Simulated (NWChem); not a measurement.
Species: ZnH cation; SMILES [ZnH+]

```xyz
2

Zn     0.0000     0.0000     0.0628
H      0.0000     0.0000    -1.4713
```
Atoms are numbered in this order, from 1.

Results from NWChem. Coordinates come from a PBE0/def2-SVP optimisation. Vertical excitations in the gas phase; the lowest state need not have the same character in each row.

```tsv
level	lowest excitation, singlet (eV)	oscillator strength of that lowest state	orbital gap (eV)
PBE/def2-SVPD, full TDDFT	___	___	___
B3LYP/def2-SVPD, full TDDFT	6.15	0.277	5.85
LRC-wPBEh/def2-SVPD, full TDDFT	6.21	0.270	9.91
LDA (Slater exchange, VWN5)/def2-SVPD, full TDDFT	6.15	0.265	4.48
```

### Question
Complete the blanks.

### Answer

- PBE/def2-SVPD, full TDDFT, lowest excitation, singlet (eV): 6.07
- PBE/def2-SVPD, full TDDFT, oscillator strength of that lowest state: 0.249
- PBE/def2-SVPD, full TDDFT, orbital gap (eV): 4.39
